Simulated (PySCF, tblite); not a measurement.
Compound: C4H16OSi3.
Cartesian coordinates in Å at the GFN2-xTB level; atoms count from 1:
```xyz
24
C4H16OSi3 angstrom
C     -1.4353   -1.2390   -0.9962
C     -0.9608   -0.0196   -0.2047
Si    -0.7821   -0.4645    1.6494
C     -2.0459    1.0718   -0.3107
O     -2.3344    1.4889   -1.6224
C      0.3388    0.5223   -0.8214
Si     1.9517   -0.4841   -0.5950
Si     3.1162    0.1305    1.3042
H     -2.3415   -1.6531   -0.5577
H     -1.6618   -0.9560   -2.0240
H     -0.6741   -2.0146   -1.0129
H     -0.1738    0.6608    2.3638
H     -2.1156   -0.7293    2.1961
H      0.0504   -1.6596    1.7902
H     -2.9943    0.6917    0.0765
H     -1.7531    1.9386    0.3033
H     -1.5280    1.8464   -2.0109
H      0.1828    0.6453   -1.8989
H      0.5197    1.5266   -0.4215
H      2.7342   -0.2200   -1.8175
H      1.6614   -1.9244   -0.6563
H      2.7878    1.4876    1.7572
H      2.8825   -0.7559    2.4468
H      4.5636    0.1293    1.0702
```

Level of theory: PBE0/pcSseg-1 in PySCF (dipole) on a GFN2-xTB geometry, gas phase.

Take the most abundant isotopes and a rigid rotor. The values belong to one conformer with, in the numbering `[CH3:1][C@:2]([SiH3:3])([CH2:4][OH:5])[CH2:6][SiH2:7][SiH3:8]`, C1–C2–C4–O5 -59°, C2–C4–O5–H -60°, C1–C2–C6–Si7 -72°, C2–C6–Si7–Si8 -90°.

Question: Give the principal moments of inertia and the rotational constants in MHz.

Answer: Ia = 296.63, Ib = 789.64, Ic = 889.45 u·Å²; 505379 MHz·u·Å²/I gives A = 1704, B = 640.0, C = 568.2 MHz.

Question: What kind of rotor is it?

Answer: An asymmetric top. Ray's parameter κ = (2B − A − C)/(A − C) = -0.873; −1 is the prolate and +1 the oblate limit.

Question: What does the inertial defect say?

Answer: Not planar: Δ = Ic − Ia − Ib = -196.81 u·Å². For a rigid frame Δ = −2 Σ m c², so Σ m c² = 98.40 u·Å² lies off the ab plane: 29.62 from hydrogen and 68.78 from heavier atoms. The atom farthest from that plane is 2.29 Å away.

Question: List the rotational levels J(Ka,Kc) to J = 2 (K).

Answer: Above 0(0,0), as E/k:
J = 1: 1(0,1) 0.058, 1(1,1) 0.109, 1(1,0) 0.112
J = 2: 2(0,2) 0.174, 2(1,2) 0.222, 2(1,1) 0.232, 2(2,1) 0.385, 2(2,0) 0.385
The levels of one J sum to (2J + 1)J(J + 1)(A + B + C)/3.

Question: Predict some low-J microwave lines.

Answer: The dipole components are |μa| = 0.70 D, |μb| = 0.21 D, |μc| = 0.27 D. The squared components, which scale the intensities, stand as 1.00 : 0.09 : 0.15 (a : b : c). Some lines, for components of 0.1 D or more:

```json
{"type": "c", "branch": "Q", "J(Ka,Kc)": "2(1,2) ← 2(0,2)", "MHz": "995", "lower level (cm⁻¹)": "0.121"}
{"type": "c", "branch": "Q", "J(Ka,Kc)": "1(1,1) ← 1(0,1)", "MHz": "1064", "lower level (cm⁻¹)": "0.040"}
{"type": "b", "branch": "Q", "J(Ka,Kc)": "1(1,0) ← 1(0,1)", "MHz": "1136", "lower level (cm⁻¹)": "0.040"}
{"type": "a", "branch": "R", "J(Ka,Kc)": "1(0,1) ← 0(0,0)", "MHz": "1208", "lower level (cm⁻¹)": "0.000"}
{"type": "b", "branch": "Q", "J(Ka,Kc)": "2(1,1) ← 2(0,2)", "MHz": "1211", "lower level (cm⁻¹)": "0.121"}
{"type": "b", "branch": "R", "J(Ka,Kc)": "2(0,2) ← 1(1,1)", "MHz": "1349", "lower level (cm⁻¹)": "0.076"}
{"type": "b", "branch": "R", "J(Ka,Kc)": "1(1,1) ← 0(0,0)", "MHz": "2272", "lower level (cm⁻¹)": "0.000"}
{"type": "c", "branch": "R", "J(Ka,Kc)": "1(1,0) ← 0(0,0)", "MHz": "2344", "lower level (cm⁻¹)": "0.000"}
{"type": "a", "branch": "R", "J(Ka,Kc)": "2(1,2) ← 1(1,1)", "MHz": "2345", "lower level (cm⁻¹)": "0.076"}
{"type": "a", "branch": "R", "J(Ka,Kc)": "2(0,2) ← 1(0,1)", "MHz": "2413", "lower level (cm⁻¹)": "0.040"}
{"type": "a", "branch": "R", "J(Ka,Kc)": "2(1,1) ← 1(1,0)", "MHz": "2488", "lower level (cm⁻¹)": "0.078"}
{"type": "c", "branch": "Q", "J(Ka,Kc)": "2(2,1) ← 2(1,1)", "MHz": "3191", "lower level (cm⁻¹)": "0.161"}
{"type": "b", "branch": "Q", "J(Ka,Kc)": "2(2,0) ← 2(1,1)", "MHz": "3195", "lower level (cm⁻¹)": "0.161"}
{"type": "b", "branch": "Q", "J(Ka,Kc)": "2(2,1) ← 2(1,2)", "MHz": "3407", "lower level (cm⁻¹)": "0.154"}
{"type": "b", "branch": "R", "J(Ka,Kc)": "2(1,2) ← 1(0,1)", "MHz": "3408", "lower level (cm⁻¹)": "0.040"}
{"type": "c", "branch": "R", "J(Ka,Kc)": "2(1,1) ← 1(0,1)", "MHz": "3624", "lower level (cm⁻¹)": "0.040"}
{"type": "b", "branch": "R", "J(Ka,Kc)": "2(2,1) ← 1(1,0)", "MHz": "5679", "lower level (cm⁻¹)": "0.078"}
{"type": "c", "branch": "R", "J(Ka,Kc)": "2(2,0) ← 1(1,0)", "MHz": "5683", "lower level (cm⁻¹)": "0.078"}
{"type": "c", "branch": "R", "J(Ka,Kc)": "2(2,1) ← 1(1,1)", "MHz": "5751", "lower level (cm⁻¹)": "0.076"}
{"type": "b", "branch": "R", "J(Ka,Kc)": "2(2,0) ← 1(1,1)", "MHz": "5755", "lower level (cm⁻¹)": "0.076"}
```

Question: Estimate the classical rotational partition function at 100 K, 200 K and 500 K.

Answer: Point group C1, symmetry number σ = 1; q = (√π/σ)·√((kT/h)³/(ABC)), k/h = 20836.6 MHz/K: 214000 at 100 K, 606000 at 200 K, 2390000 at 500 K.

Its GFN2-xTB frequencies are all real (lowest 41 cm⁻¹). These are rigid-rotor constants of the computed structure; measured ground-state constants (B0) also hold zero-point vibration. A rigid rotor knows nothing of internal rotation, which can split or shift real lines.
